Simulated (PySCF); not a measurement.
Si(OSiH3)(H)(NHSiH3)(Cl) (ClH8NOSi3), SMILES [SiH3]N[SiH](Cl)O[SiH3]. Heavy atoms are numbered as in [SiH:1]([Cl:2])([NH:3][SiH3:4])[O:5][SiH3:6]. Hydrogens are named by the atom that carries them.

Coordinates come from a B3LYP-D3(BJ)/def2-SVP optimisation. Other conformers were not sampled.

Level of theory: PBE0/pcSseg-1 in PySCF.

GIAO shieldings, no solvent; atoms alike by connectivity are averaged. δ = σ(ref) − σ: ²⁹Si against TMS (σ = 352.7 ppm); ³⁵Cl against HCl (σ = 945.9 ppm); ¹⁵N against NH3 (σ = 267.4 ppm); ¹⁷O against H2O (σ = 334.2 ppm); ¹H against TMS (σ = 31.56 ppm), references at their B3LYP-D3(BJ)/def2-TZVP geometries, non-relativistic (without spin–orbit terms, shifts of atoms bonded to Cl or Br come out too high).

**Question.** Estimate the chemical shifts. (The exact figures need the calculation; the answer reports its results.)

**Answer.** 
| nucleus | atoms | count | δ (ppm) |
|---|---|---|---|
| ²⁹Si | Si1 (SiH) | 1 | -24.2 |
| ²⁹Si | Si6 (SiH3) | 1 | -33.9 |
| ²⁹Si | Si4 (SiH3) | 1 | -54.5 |
| ³⁵Cl | Cl2 | 1 | 112.1 |
| ¹⁵N | N3 (NH) | 1 | 31.5 |
| ¹⁷O | O5 | 1 | 47.1 |
| ¹H | H on Si1 | 1 | 5.64 |
| ¹H | H on Si6 | 3 | 5.34 |
| ¹H | H on Si4 | 3 | 4.95 |
| ¹H | H on N3 | 1 | 0.71 |
